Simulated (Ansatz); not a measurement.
One change: `C[B]([GaH2])BF` becomes `C[B](C)[GaH2]`.

Ansatz, PBE0-D4/def2-TZVP geometries, multiplicity 1. Each molecule was computed in one conformer, which needn't be the lowest.

Scalar relativity is left out up to krypton.

```json
{"property": "size of the dipole moment (ωB97M-V/def2-TZVPP) / D", "`C[B]([GaH2])BF`": "1.64"}
{"property": "zero-point energy (PBE0-D4/def2-TZVP) / kJ/mol", "`C[B]([GaH2])BF`": "179.0"}
{"property": "LUMO energy (PBE0/def2-TZVPP) / eV", "`C[B]([GaH2])BF`": "-1.93"}
{"property": "LUMO energy (ωB97M-V/def2-TZVPP) / eV", "`C[B]([GaH2])BF`": "-0.23"}
{"property": "HOMO energy (PBE0/def2-TZVPP) / eV", "`C[B]([GaH2])BF`": "-6.92"}
{"property": "size of the dipole moment (PBE/def2-TZVPP) / D", "`C[B]([GaH2])BF`": "1.65"}
```

Task: Give the same properties after the change, and the shifts. (Best estimate.)

Result: Ansatz gave: 
| property | `C[B](C)[GaH2]` | shift |
| --- | --- | --- |
| size of the dipole moment (ωB97M-V/def2-TZVPP) / D | 1.63 | -0.01 |
| zero-point energy (PBE0-D4/def2-TZVP) / kJ/mol | 234.1 | 55.1 |
| LUMO energy (PBE0/def2-TZVPP) / eV | -1.42 | 0.51 |
| LUMO energy (ωB97M-V/def2-TZVPP) / eV | 0.24 | 0.47 |
| HOMO energy (PBE0/def2-TZVPP) / eV | -6.84 | 0.08 |
| size of the dipole moment (PBE/def2-TZVPP) / D | 1.65 | 0.00 |

With PBE0 the HOMO rises by 0.08 eV and the LUMO rises by 0.51 eV, so the gap widens by about 0.43 eV. PBE moves the HOMO by 0.05 eV and ωB97M-V by 0.06 eV. The zero-point energy changes by 55.1 kJ/mol with +3 modes. Dipoles are sizes alone; their direction can turn.

Positive LUMOs are unbound, so they and the gaps depend on the basis.
